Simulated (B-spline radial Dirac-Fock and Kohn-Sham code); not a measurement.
## What relativity does to the binding energies of As¹²⁺

System: arsenic as As¹²⁺, configuration 1s2 2s2 2p6 3s2 3p6 3d3.

Both columns are ΔSCF binding energies of the configuration average from a radial B-spline solver: non-relativistic Hartree-Fock with a point nucleus, and Dirac-Fock with a finite nucleus and the Coulomb interaction alone, averaged over the two j levels with weights 2j+1.

```csv
shell,Hartree-Fock (eV),Dirac-Fock (eV),shift (eV),shift (%)
1s,12093.7,12272.3,+178.61,+1.48
2s,1880.2,1920.6,+40.33,+2.15
2p,1711.1,1720.4,+9.30,+0.54
3s,524.6,532.9,+8.39,+1.60
3p,462.7,465.0,+2.30,+0.50
3d,373.0,371.8,-1.18,-0.32
```

Relativity binds 1s, 2s, 2p, 3s, 3p more strongly, among those listed most of all 2s in relative terms, and 3d more weakly, because the contracted s and p shells screen the nucleus better.

Values without a named source are computed, but for edge energies of neutral atoms, which are taken from tables.
